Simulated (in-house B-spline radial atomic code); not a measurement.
Configurations of Gd7+, with energies counted from [Kr] 4d10 4f6 5s2 5p3. All numbers are computed (Dirac-Hartree-Fock, average of configuration; Fermi nucleus of rms radius 5.1569 fm) with a radial B-spline atomic code at the basis-set limit, not measured. Energies include first-order Breit, QED and recoil terms.

Occupations are held fixed; configurations that lie above the ionisation limit could autoionise.

```json
{"configuration": "[Kr] 4d10 4f5 5s2 5p3 5d1", "E - E(ref) (eV)": "29.029", "highest orbital": "5d5/2", "its <r> (bohr)": "1.676"}
{"configuration": "[Kr] 4d10 4f6 5s2 5p2 6s1", "E - E(ref) (eV)": "50.275", "highest orbital": "6s1/2", "its <r> (bohr)": "2.448"}
{"configuration": "[Kr] 4d10 4f6 5s2 5p2 6g1", "E - E(ref) (eV)": "94.278", "highest orbital": "6g7/2", "its <r> (bohr)": "5.329"}
{"configuration": "[Kr] 4d10 4f5 5s2 5p3 7g1", "E - E(ref) (eV)": "95.887", "highest orbital": "7g7/2", "its <r> (bohr)": "7.694"}
{"configuration": "[Kr] 4d10 4f5 5s2 5p3 9d1", "E - E(ref) (eV)": "97.956", "highest orbital": "9d5/2", "its <r> (bohr)": "9.86"}
{"configuration": "[Kr] 4d10 4f5 5s2 5p3 8g1", "E - E(ref) (eV)": "100.15", "highest orbital": "8g7/2", "its <r> (bohr)": "10.46"}
{"configuration": "[Kr] 4d9 4f6 5s2 5p4", "E - E(ref) (eV)": "141.33", "highest orbital": "5p3/2", "its <r> (bohr)": "1.387"}
{"configuration": "[Kr] 4d9 4f6 5s2 5p3 9s1", "E - E(ref) (eV)": "243.04", "highest orbital": "9s1/2", "its <r> (bohr)": "8.186"}
```

(1) Order these further configurations by energy, lowest first.
A. [Kr] 4d9 4f6 5s2 5p3 6s1
B. [Kr] 4d10 4f5 5s2 5p3 7d1
C. [Kr] 4d10 4f5 5s2 5p3 9g1
D. [Kr] 4d10 4f6 5s2 5p2 9d1
E. [Kr] 4d10 4f7 5s2 5p2

(2) How far above the reference does [Kr] 4d9 4f6 5s2 5p3 8g1 lie?

(3) How far above the reference does [Kr] 4d9 4f7 5s2 5p3 lie?

(4) How far above the reference does [Kr] 4d10 4f6 5s2 5p2 9g1 lie?

Results:

(1) E (11.483 eV), B (83.486 eV), D (102.91 eV), C (103.07 eV), A (193.62 eV).

(2) 249.19 eV; its least bound orbital is 8g7/2 with <r> = 10.46 bohr.

(3) 148.48 eV; its least bound orbital is 5p3/2 with <r> = 1.406 bohr.

(4) 107.96 eV; its least bound orbital is 9g7/2 with <r> = 13.65 bohr.
